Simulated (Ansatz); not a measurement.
A structure relaxed at PBE0-D4/def2-TZVP, charge 0, multiplicity 1:

```tsv
atom	x (Å)	y (Å)	z (Å)
C1	2.2953	-0.2796	0.4288
C2	1.3252	0.0948	-0.4010
Si3	-0.3345	-0.7414	-0.4818
Si4	-2.0288	0.7077	0.2506
F5	-2.0118	2.0416	-0.6500
H6	2.1802	-1.1254	1.1006
H7	3.2485	0.2400	0.4726
H8	1.5028	0.9518	-1.0488
H9	-0.6480	-1.1755	-1.8721
H10	-0.3292	-1.9356	0.4098
H11	-1.8182	1.1209	1.6637
H12	-3.3815	0.1007	0.1276
```

(1) Give its formula and SMILES.

(2) Summarise the bond lengths by kind.

## Answers

(1) C2H7FSi2, `C=C[SiH2][SiH2]F`.

(2) 1 × C–C 1.330 Å; 3 × C–H 1.086 to 1.089 Å; 1 × C–Si 1.860 Å; 1 × Si–Si 2.347 Å; 4 × H–Si 1.487 to 1.490 Å; 1 × F–Si 1.610 Å.

All numbers were calculated with Ansatz.
